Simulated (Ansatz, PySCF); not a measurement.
Noncovalent pair: H2S (SMILES S) (first 3 atoms) with GeH4 (SMILES [GeH4]); geometry from B3LYP-D3(BJ)/def2-TZVP, rigid monomers moved along the line of their centres of mass till S1···Ge4 is 5.40 Å.
(charge 0, multiplicity 1):
```xyz
8

S      0.156    -0.375    -0.314
H      0.278    -1.634     0.138
H     -1.172    -0.372    -0.119
Ge    -0.062     0.430     5.024
H     -0.190     0.580     6.550
H     -1.069    -0.627     4.544
H      1.362    -0.022     4.676
H     -0.367     1.775     4.353
```

Counterpoise-corrected where a basis set is named; no monomer relaxation. Rows marked so take none.

Cores are frozen in the correlated methods. Filled d and f shells under p-block atoms count as core. CBS: X⁻³ extrapolation of the correlation energy, Hartree–Fock from the larger set. Rows in 3-21G, 6-31G*, LANL2DZ, STO-3G carry no dispersion term and start afresh at each structure (6-31G* with six Cartesian d functions); the Pople sets are all-electron and without relativity. MP2/6-31G* freezes PySCF's default core, which leaves 3d correlated. LANL2DZ brings its own core potentials from Na on.

Codes used: Ansatz (Gaussian basis) for Hartree–Fock, density functionals and correlated methods; PySCF for 3-21G rows, 6-31G* rows, LANL2DZ rows, STO-3G rows, the dispersion terms. 

Other levels give for the interaction energy: PBE/def2-TZVPPD -0.17; B3LYP/def2-TZVPPD 0.02; B3LYP-D3(BJ)/def2-TZVPPD -0.28; wB97M-V/def2-TZVPPD -0.30; CCSD(T)/CBS(def2-SVPD, def2-TZVPPD) -0.29 kcal/mol.

Common cheap choices:

```csv
level,interaction energy (kcal/mol),"less -0.29 (CCSD(T)/CBS(def2-SVPD, def2-TZVPPD))"
HF/STO-3G (no counterpoise),-0.02,0.26
HF/6-31G* (no counterpoise),-0.15,0.14
BP86/6-31G* (no counterpoise),-0.03,0.25
B3LYP/3-21G (no counterpoise),-0.22,0.07
B3LYP/LANL2DZ (no counterpoise),-0.13,0.16
M06-2X/6-31G* (no counterpoise),-0.34,-0.06
MP2/6-31G*,-0.13,0.15
MP2/6-31G* (no counterpoise),-0.29,0.00
```

Ansatz is a first-principles code.
